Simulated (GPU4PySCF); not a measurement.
Cu(MeCN)4 (C8H12CuN4), SMILES CC#[N]->[Cu+](<-[N]#CC)(<-[N]#CC)<-[N]#CC, charge +1, multiplicity 1.

Geometry: PBE0-D3(BJ)/def2-TZVP. The spin state was assumed, not searched. The isomer is the one that the SMILES or the coordinates give; other isomers of the formula were not compared.

The numbers are results of GPU4PySCF with TDDFT-M06-2X/def2-SVPD, not measurements.

Vertical excitations. Gas-phase values at a fixed geometry.

```json
[
 {"state": "S1", "energy (eV)": "6.30", "λ (nm)": "197", "f": "0.000", "main pairs": "HOMO→LUMO+2 17 %, HOMO−1→LUMO+1 14 %, HOMO→LUMO+5 12 %, HOMO→LUMO+4 11 %"},
 {"state": "S2", "energy (eV)": "6.30", "λ (nm)": "197", "f": "0.000", "main pairs": "HOMO→LUMO+6 20 %, HOMO→LUMO+3 18 %, HOMO−2→LUMO+1 17 %, HOMO−2→LUMO+4 16 %"},
 {"state": "S3", "energy (eV)": "6.30", "λ (nm)": "197", "f": "0.000", "main pairs": "HOMO−2→LUMO+2 20 %, HOMO−1→LUMO+3 17 %, HOMO−2→LUMO+5 15 %, HOMO−1→LUMO+6 14 %"},
 {"state": "S4", "energy (eV)": "6.45", "λ (nm)": "192", "f": "0.000", "main pairs": "HOMO→LUMO+1 25 %, HOMO→LUMO+4 19 %, HOMO−1→LUMO+2 14 %, HOMO−1→LUMO+5 12 %"},
 {"state": "S5", "energy (eV)": "6.45", "λ (nm)": "192", "f": "0.000", "main pairs": "HOMO−2→LUMO+3 23 %, HOMO−2→LUMO+6 17 %, HOMO−1→LUMO+2 13 %, HOMO−2→LUMO+4 7 %"},
 {"state": "S6", "energy (eV)": "6.60", "λ (nm)": "188", "f": "0.079", "main pairs": "HOMO−1→LUMO+1 22 %, HOMO→LUMO+2 22 %, HOMO−1→LUMO+4 19 %, HOMO→LUMO+5 17 %"},
 {"state": "S7", "energy (eV)": "6.60", "λ (nm)": "188", "f": "0.079", "main pairs": "HOMO→LUMO+3 20 %, HOMO→LUMO+6 18 %, HOMO−2→LUMO+5 14 %, HOMO−2→LUMO+1 13 %"},
 {"state": "S8", "energy (eV)": "6.60", "λ (nm)": "188", "f": "0.078", "main pairs": "HOMO−1→LUMO+3 22 %, HOMO−2→LUMO+2 16 %, HOMO−1→LUMO+6 15 %, HOMO−2→LUMO+6 10 %"},
 {"state": "S9", "energy (eV)": "6.71", "λ (nm)": "185", "f": "0.000", "main pairs": "HOMO→LUMO+8 30 %, HOMO−3→LUMO+1 13 %, HOMO−3→LUMO+4 10 %, HOMO−3→LUMO+5 7 %"},
 {"state": "S10", "energy (eV)": "6.71", "λ (nm)": "185", "f": "0.000", "main pairs": "HOMO−1→LUMO+7 35 %, HOMO−3→LUMO+2 8 %, HOMO−4→LUMO+2 7 %, HOMO−4→LUMO+5 6 %"},
 {"state": "S11", "energy (eV)": "6.71", "λ (nm)": "185", "f": "0.000", "main pairs": "HOMO−2→LUMO+8 23 %, HOMO−4→LUMO+6 15 %, HOMO−4→LUMO+3 15 %, HOMO−2→LUMO+7 12 %"},
 {"state": "S12", "energy (eV)": "6.82", "λ (nm)": "182", "f": "0.000", "main pairs": "HOMO→LUMO 92 %"},
 {"state": "T1", "energy (eV)": "6.02", "λ (nm)": "206", "f": "0", "main pairs": "HOMO−2→LUMO+3 10 %, HOMO−2→LUMO+6 9 %, HOMO→LUMO+1 9 %, HOMO−1→LUMO+2 8 %"},
 {"state": "T2", "energy (eV)": "6.23", "λ (nm)": "199", "f": "0", "main pairs": "HOMO−1→LUMO+4 19 %, HOMO−1→LUMO+1 18 %, HOMO→LUMO+2 16 %, HOMO→LUMO+5 15 %"},
 {"state": "T3", "energy (eV)": "6.23", "λ (nm)": "199", "f": "0", "main pairs": "HOMO−2→LUMO+1 14 %, HOMO→LUMO+4 11 %, HOMO→LUMO+3 11 %, HOMO−2→LUMO+4 10 %"},
 {"state": "T4", "energy (eV)": "6.23", "λ (nm)": "199", "f": "0", "main pairs": "HOMO−1→LUMO+3 15 %, HOMO−2→LUMO+2 14 %, HOMO−1→LUMO+6 12 %, HOMO−2→LUMO+5 8 %"}
]
```
Triplets are in the Tamm–Dancoff approximation, which puts them higher than full response would, so one can lie above its singlet here.
